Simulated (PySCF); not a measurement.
Consider `[N]#[Fe-]([OH])([OH])([OH])[OH]` ([FeH4NO4]-). Optimised structure (Å), atoms numbered from 1:
```
Fe   -0.0193    0.3809    0.0979
N     0.6460    1.0602    1.2772
O     1.2251   -0.1907   -1.1450
H     1.3487   -1.1053   -0.8017
O    -0.4041    1.7118   -1.1363
H     0.3384    1.5941   -1.7666
O    -1.8275    0.2095    0.3463
H    -1.8141   -0.6675    0.7970
O     0.0276   -1.4996    0.7149
H     0.4980   -1.4776    1.5693
```

Energies: PBE0-D3(BJ)/ma-def2-SVP (PySCF, density fitting, integration grid level 2) on BP86-D3(BJ)/ma-def2-SVP structures. Thermal corrections: GFN2-xTB frequencies, unscaled, ideal gas at 298.15 K and 1 bar, quasi-RRHO entropy. These were taken at the GFN2-xTB minima.

(1) What are the vertical and the adiabatic detachment energy for forming the radical?

(2) Where does the unpaired spin of the relaxed radical sit?

(3) How far is −ε(HOMO) from the vertical value by ΔSCF?

## Answers

(1) 4.42 eV vertical and 4.04 eV adiabatic, the latter with zero-point energy.

(2) Fe1 (Fe) 2.04, N2 (nitrogen) -1.31 (intrinsic atomic orbital populations).

(3) −ε(HOMO) = 2.83 eV, which is 1.59 eV below the ΔSCF value.

Known limits: ma-def2-SVP is a small basis, whose errors can reach tens of kJ/mol; spin-orbit coupling is left out of the energies, which matters for open shells on the heavier atoms; the parent lies 0.09 eV lower at the structure of the radical than at its own, so the structures fit this level poorly; the product is spin contaminated.
